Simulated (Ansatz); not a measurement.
Cost and result for the atomization energy of C3H4BCl (9 atoms, 9 bonds).

```csv
atom,x (Å),y (Å),z (Å)
B1,-0.0132,1.1187,0.8985
C2,-0.1501,-0.1751,0.0028
Cl3,1.5186,1.7443,-0.0490
C4,-0.5646,-0.8038,-1.1608
C5,0.2255,-1.4695,-0.3203
H6,0.2719,0.8468,2.0350
H7,-0.9421,1.8674,0.7462
H8,-1.1207,-0.7658,-2.0844
H9,0.7748,-2.3630,-0.0681
```

Total charge 0; spin multiplicity 1. The bonds changed during the relaxation, so this is another structure than the one it started from. The geometry is a stationary point of PBE0-D4/def2-TZVP. Program: Ansatz. All runs use 2 threads of an Arm Neoverse V1 on a shared host. Times are those of one run each, without the atoms' runs, and a repeat can differ threefold. Electronic energies, without spin–orbit coupling; frozen cores. CCSD(T)/CBS adds CCSD(T) − MP2 in def2-TZVPP to the MP2 limit, and its time is that of the two runs behind it. T1 = 0.012.

CCSD(T)/CBS is a level of theory with its own doubt, some kJ/mol a heavy atom from the limit and from the frozen cores, so smaller differences don't rank the functionals.

| level | functions | wall time |
| --- | --- | --- |
| BLYP-D4/def2-TZVPP | 222 | 3.7 s |
| PBE-D4/def2-TZVPP (with forces) | 222 | 4 s |
| PBE0-D4/def2-TZVPP | 222 | 4.5 s |
| BHLYP-D4/def2-TZVPP | 222 | 4.6 s |
| CAM-B3LYP-D4/def2-TZVPP | 222 | 5 s |
| CCSD(T)/def2-SVP | 94 | 6 s |
| r2SCAN-D4/def2-TZVPP (with forces) | 222 | 8.5 s |
| PBE-QIDH/def2-TZVPP | 222 | 8.5 s |
| B97M-V/def2-TZVPP | 222 | 15 s |
| ωB97M-V/def2-TZVPP (with forces) | 222 | 18 s |
| MP2/def2-QZVPP | 418 | 34 s |
| CCSD(T)/def2-TZVPP | 222 | 2.4 min |
| CCSD(T)/CBS(def2) | – | 3 min |

Q: What atomization energy does each give, and how far from CCSD(T)/CBS? (An estimate is asked.)

A: The calculation gave: 
| level | atomization (kcal/mol) | difference from CCSD(T)/CBS | per bond |
| --- | --- | --- | --- |
| BLYP-D4/def2-TZVPP | 855.7 | 5.8 | 0.6 |
| PBE-D4/def2-TZVPP (with forces) | 886.8 | 36.9 | 4.1 |
| PBE0-D4/def2-TZVPP | 870.6 | 20.7 | 2.3 |
| BHLYP-D4/def2-TZVPP | 831.5 | -18.4 | -2.0 |
| CAM-B3LYP-D4/def2-TZVPP | 858.3 | 8.4 | 0.9 |
| CCSD(T)/def2-SVP | 815.1 | -34.8 | -3.9 |
| r2SCAN-D4/def2-TZVPP (with forces) | 865.0 | 15.1 | 1.7 |
| PBE-QIDH/def2-TZVPP | 860.0 | 10.1 | 1.1 |
| B97M-V/def2-TZVPP | 864.5 | 14.6 | 1.6 |
| ωB97M-V/def2-TZVPP (with forces) | 861.3 | 11.4 | 1.3 |
| MP2/def2-QZVPP | 865.3 | 15.4 | 1.7 |
| CCSD(T)/def2-TZVPP | 828.1 | -21.8 | -2.4 |
| CCSD(T)/CBS(def2) | 849.9 | 0.0 | 0.0 |

From r2SCAN to r2SCAN0 (25 % exact exchange), in def2-TZVPP and without D4, the atomization energy moves by −13.1 kcal/mol: exact exchange takes away binding that semilocal exchange gives to molecules. The D4 term adds +7.4 kcal/mol with B3LYP and +3.9 kcal/mol with PBE0; it sums over pairs of atoms, weighted by their polarisabilities, and B3LYP, whose exchange is more repulsive, gets the larger term. At CCSD(T), def2-SVP lies −34.8 kcal/mol from the extrapolated value and def2-TZVPP −21.7 kcal/mol: correlation converges slowly with the basis, and small sets miss more of it in the bonded molecule than in its fragments.

B3LYP here is the variant with VWN-RPA as its local correlation; programs differ in this.
